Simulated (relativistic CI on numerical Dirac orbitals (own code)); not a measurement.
# What each ingredient does to the levels of Ni11+

Base calculation: Dirac-Coulomb-Breit CI, orbitals from a KLI potential per configuration, model QED (radiative potential, 1s self-energy scaled to tabulated hydrogen-like ionisation energies), unscaled Slater integrals.

Configurations in the expansion (outside the closed core [Ne]): 3s2 3p5, 3s 3p6, 3s2 3p4 3d, 3s 3p5 3d, 3p6 3d, 3s 3p4 3d2, 3s2 3p4 4s, 3s2 3p4 4p, 3s2 3p3 3d 4p, 3p6 4s, 3p6 4p, 3s 3p4 3d 4s, 3s2 3p4 4d, 3s2 3p3 3d 4s, 3s2 3p2 3d2 4s, 3s 3p3 3d2 4s, 3s2 3p2 3d 4s2, 3s2 3p2 3d 4s 4p, 3s2 3p2 3d 4s 4d. Double excitations out of closed p, d and f shells are left out; levels of such configurations are missing from the list, as are those of other unlisted configurations, and high levels can miss mixing partners.

The lowest level and the first level of each name with at least 55 % of one term (blank where a level has no safe partner in the second run):

```csv
Level,Base (cm⁻¹),Shift (cm⁻¹)
3s2 3p5 2P°_3/2,0,0
3s2 3p5 2P°_1/2,23683,+581
3s 3p6 2S_1/2,311973,+318
3s2 3p4 3d 4D_5/2,433757,+993
3s2 3p4 3d 4D_7/2,434255,+1187
3s2 3p4 3d 4D_3/2,435488,+882
3s2 3p4 3d 4D_1/2,438042,+930
3s2 3p4 3d 4F_9/2,469254,+1133
3s2 3p4 3d 2P_1/2,470502,+962
3s2 3p4 3d 4F_7/2,476397,+1073
3s2 3p4 3d 2P_3/2,481724,+1093
3s2 3p4 3d 4F_5/2,482742,+1188
3s2 3p4 3d 4F_3/2,484196,+1015
3s2 3p4 3d 4P_1/2,486044,+849
```

At this charge energies of transitions that change n are usually good to better than 1 %, and those within a shell (Δn = 0) to a few per cent.

Question: One thing was changed in a second run, which moved the levels as shown. Which?
A. Breit term removed
B. QED terms removed
C. configuration mixing switched off

Answer: A. Breit term removed. The Breit term mainly narrows fine-structure intervals, so removing it widens them.
